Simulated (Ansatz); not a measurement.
Molecule: C₆H₁₃O (charge 0, doublet). It need not be the lowest isomer of its formula. 
Geometry from a B3LYP-D3(BJ)/def2-TZVP (Ansatz, an electronic-structure program) optimisation:
```
C
H 1 1.0925
H 1 1.0956 2 106.89
C 1 1.5216 2 109.17 3 -118.06
H 4 1.0916 1 110.14 2 -62.24
H 4 1.0982 5 107.30 1 119.66
O 4 1.4238 5 105.40 6 118.04
H 7 0.9633 4 108.45 5 -179.33
C 1 1.5438 2 109.87 3 118.37
H 9 1.0935 1 108.59 2 63.28
H 9 1.0982 10 106.64 1 -116.07
C 9 1.4876 10 110.20 11 -118.99
H 12 1.0845 9 119.02 10 -23.64
C 12 1.4890 13 118.03 9 171.36
H 14 1.0945 12 109.69 13 178.17
H 14 1.0983 15 106.08 12 118.70
C 14 1.5386 15 109.35 16 116.15
H 17 1.0913 14 111.02 15 61.81
H 17 1.0918 18 107.65 14 -121.36
H 17 1.0923 18 108.29 19 -116.50
```
Charge 0, spin multiplicity 2.

Computed values are from Ansatz. Valence correlation only, unless marked. Open shells are spin-unrestricted. No spin-orbit coupling. Non-relativistic. Basis-set limits of correlation are two-point, X^-3; Hartree-Fock from the larger set. The bracket is a focal-point correction in the basis named.

Problem. What is the dipole moment at CCSD(T)/aug-cc-pVDZ?

Solution. 1.73 D.

Problem. What is the T1 diagnostic at CCSD/cc-pVTZ?

Solution. 0.011.

Problem. What is the total energy at RI-MP2/CBS(cc-pVTZ,cc-pVQZ)+[CCSD(T)-MP2]/cc-pVTZ?

Solution. -311.2484 Eh.

Problem. What is the atomisation energy De at RI-MP2/CBS(cc-pVTZ,cc-pVQZ)+[CCSD(T)-MP2]/cc-pVTZ?

Solution. 7867.3 kJ/mol.
